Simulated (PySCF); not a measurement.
One of the candidates below gave these computed data.

All candidates are C4H8F2Si.

- 13C NMR: chemical shifts (computed TMS as zero) by class: 96.4 (1 C), 89.0 (1 C), 31.7 (1 C), 1.7 (1 C) ppm [GIAO PBE0/pcSseg-1]
- Triplet: lowest triplet excitation (Tamm–Dancoff): 6.95 eV [TDA CAM-B3LYP/def2-SVPD]
- Rotational structure: rotational constants A, B, C: 2.423, 2.245, 1.730 GHz [PBE0-D3(BJ)/def2-SVP]
- NMR, other nuclei: isotropic shieldings of nuclei other than C and H, by class: 394 (1 F), 424 (1 F), 375 (1 Si) ppm [GIAO PBE0/pcSseg-1]
- Valence photoelectron: vertical ionisation energy: 10.48 eV [ΔSCF CAM-B3LYP/def2-SVPD]
- UV, first state: lowest singlet excitation: 7.47 eV (166 nm, f = 0.014) [TDDFT CAM-B3LYP/def2-SVPD]
- Dipole: 0.99 D [CAM-B3LYP/def2-SVPD]

The electronic properties come from PySCF, for the isolated species, density fitting. Levels stand in brackets. Geometry: PBE0-D3(BJ)/def2-SVP, one conformer, isolated molecule. NMR classes are plain means over equivalent atoms (diastereotopic ones count apart unless rotation or inversion swaps them), as if these changed places fast.

**Question.** Which candidate is it?
A. `F[C@@H]1CC[C@H](F)[SiH2]1`
B. `F[C@@H]1C[SiH2][C@H](F)C1`
C. `F[C@@H]1CC[SiH2][C@H]1F`
D. `FC(F)[C@@H]1CC[SiH2]1`

**Answer.** C. It is `F[C@@H]1CC[SiH2][C@H]1F`. Numbering: `[F:1][C@@H:2]1[CH2:3][CH2:4][SiH2:5][C@H:6]1[F:7]`. Its formula, C4H8F2Si, gives 1 degree of unsaturation: 1 ring and 0 π bonds in the structure found. 4 carbons fall into 4 classes; from least to most shielded: sp3 C–F carbon [C2] (96.4 ppm), sp3 C–F carbon [C6] (89.0 ppm), ring CH2 carbon [C3] (31.7 ppm), ring sp3 carbon bound to silicon [C4] (1.7 ppm). The other shieldings belong to: 394 ppm, alkyl fluorine [F1]; 424 ppm, alkyl fluorine [F7]; 375 ppm, SiH2 silicon [Si5]. The first electron is taken from the HOMO, whose largest Löwdin shares are 0.27 on an sp3 C–F carbon, 0.19 on the SiH2 silicon, 0.17 on an alkyl fluorine and 0.14 on the sp3 carbon bound to silicon. The optimised geometry has point group C1 and is an asymmetric top.

The others, at the same levels:
- `F[C@@H]1CC[C@H](F)[SiH2]1` fails: it has 2 carbon classes against 4; its computed 13C shifts are 87.8 (2 C), 33.4 (2 C) ppm, lowest singlet excitation is 7.12 eV (174 nm, f = 0.007) (against 7.47 eV) and vertical ionisation energy is 10.21 eV (against 10.48 eV).
- `F[C@@H]1C[SiH2][C@H](F)C1` fails: its computed 13C shifts are 89.5 (1 C), 84.1 (1 C), 43.5 (1 C), 17.7 (1 C) ppm, rotational constant A is 3.260 GHz (against 2.423 GHz) and smallest rotational constant is 1.166 GHz (against 1.730 GHz).
- `FC(F)[C@@H]1CC[SiH2]1` fails: its computed 13C shifts are 122.0 (1 C), 31.7 (1 C), 25.0 (1 C), 7.2 (1 C) ppm, lowest singlet excitation is 7.26 eV (171 nm, f = 0.024) (against 7.47 eV) and rotational constant A is 3.918 GHz (against 2.423 GHz).

Each candidate is one conformer, not necessarily the lowest. Dipoles, sizes and rotational constants follow the conformer. The torsions of the flexible species, by atom-mapped SMILES:
- `[F:1][CH:2]([F:3])[C@@H:4]1[CH2:5][CH2:6][SiH2:7]1`: F1–C2–C4–C5 176°

The conformers of `F[C@@H]1CC[SiH2][C@H]1F`, `F[C@@H]1CC[C@H](F)[SiH2]1` and `F[C@@H]1C[SiH2][C@H](F)C1` aren't listed.
